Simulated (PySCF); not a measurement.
Input file for PySCF: R-MP2/6-31G* on COS (SMILES O=C=S).

```python
from pyscf import gto, scf, dft, mp
from pyscf.data.elements import chemcore

mol = gto.M(
    atom='''
    O     1.19388572    1.01499947    2.80680409
    C     0.41725650    0.23311106    3.15458709
    S    -0.62203120   -0.81337773    3.66738049
    ''',
    basis='6-31g*',
    cart=True,
    charge=0, spin=0, verbose=3, max_memory=1800)
mf = scf.RHF(mol)
mf.conv_tol = 1e-8
mf.max_cycle = 100
mf.kernel()
if not mf.converged:
    mf = mf.newton().run(mf.mo_coeff, mf.mo_occ)
pt = mp.MP2(mf, frozen=chemcore(mol)).run()
```

Output:

```
converged SCF energy = -510.259214175465
E(RMP2) = -510.684319289582  E_corr = -0.42510511411662
E(SCS-RMP2) = -510.666578249679  E_corr = -0.407364074213519
```

The run converged.

Cost: very roughly 0.5 core-seconds.
